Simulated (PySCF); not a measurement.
# Fractional electron number in Zr (zirconium, neutral)

The 5s beta orbital of [Kr] 4d2 5s2 is emptied in steps (occupation f), with all orbitals relaxed, ending at [Kr] 4d2 5s1. Calculation: PySCF 2.14, in aug-cc-pVDZ-PP with ECP28MDF (5s5p4d2f, 54 functions); scalar relativity through the core potential. The exact energy is a straight line in f; departures are measured from the line between the end points of the same method.

```tsv
f	BHandHLYP (eV)
1	0.000
0.9	-0.118
0.7	-0.280
0.5	-0.339
0.3	-0.290
0.1	-0.126
0	0.000
```

```tsv
method	E(f=0) − E(f=1) (eV)	−ε at f=1 (eV)	−ε at f=0.5 (eV)
BHandHLYP	6.389	5.082	6.361
```

Orbital energy along the path (eV):

| f | BHandHLYP |
| --- | --- |
| 1 | -5.082 |
| 0.9 | -5.328 |
| 0.7 | -5.834 |
| 0.5 | -6.361 |
| 0.3 | -6.916 |
| 0.1 | -7.505 |
| 0 | -7.751 |

Reference removal energy between the ground levels: 6.634 eV (measured; NIST Atomic Spectra Database, ionization energies). The calculation has no spin-orbit coupling.
